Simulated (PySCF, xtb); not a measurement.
WS₂ClBr, SMILES [S]=[W](=[S])([Cl])[Br], multiplicity 1.

Harmonic wavenumbers (cm⁻¹) from GFN2-xTB (xtb) at its own minimum, in rising order: 89, 105, 120, 122, 146, 261, 369, 505, 522.

Q: What does PBE-D3(BJ)/def2-SVP (PySCF) give at its own minimum? (The exact figures need the calculation; the answer reports its results.)

A: 91, 115, 135, 140, 183, 276, 400, 533, 535. Paired by order, the mean absolute difference is 19 cm⁻¹ and the zero-point energies are 3.2 and 3.4 kcal/mol.
